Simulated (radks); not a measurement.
Task: Radial electron density D(r) = 4 pi r^2 rho(r) of an atom or ion with 23 electrons. All-electron calculation, Dirac Kohn-Sham, BLYP, spin-unpolarised, spherical densities, finite nucleus; Fermi nuclear charge, rms radius of each element as measured or else 0.836 A^(1/3) + 0.57 fm. Program: a radial shooting solver on a logarithmic mesh with Libxc functionals.

| r (bohr) | D(r) (e/bohr) |
|---|---|
| 0.003761 | 1.916 |
| 0.004897 | 3.033 |
| 0.006377 | 4.716 |
| 0.008303 | 7.165 |
| 0.0109 | 10.68 |
| 0.01419 | 15.13 |
| 0.01848 | 20.36 |
| 0.02406 | 25.69 |
| 0.03133 | 29.86 |
| 0.04113 | 31.44 |
| 0.05355 | 29.71 |
| 0.06973 | 26.19 |
| 0.0908 | 24.41 |
| 0.1182 | 27.26 |
| 0.154 | 32.89 |
| 0.2021 | 34.46 |
| 0.2631 | 27.39 |
| 0.3426 | 17.11 |
| 0.4461 | 12.95 |
| 0.5809 | 15.34 |
| 0.7564 | 15.99 |
| 0.9929 | 11.14 |
| 1.293 | 5.287 |
| 1.684 | 1.781 |
| 2.192 | 0.4422 |
| 2.854 | 0.07588 |
| 3.717 | 0.007108 |
| 4.879 | 0.0002438 |

What is the nuclear charge?

Result: Z = 26. The innermost maximum, from 1s, lies near gamma/Z bohr with gamma = sqrt(1 - (Z/c)^2) = 0.982, here 0.0378 bohr (found: 0.0405), and its height grows with Z. The density is that of the iron ion Fe3+ in [Ne] 3s2 3p5.75 3d5.25; the configuration itself is not fixed sharply by these data, and Z only to about a unit. D(r) has 3 maxima, at r = 0.0405, 0.187, 0.687 bohr, and minima at 0.0894, 0.443 bohr, inside which lie 2.13, 10.67 electrons.
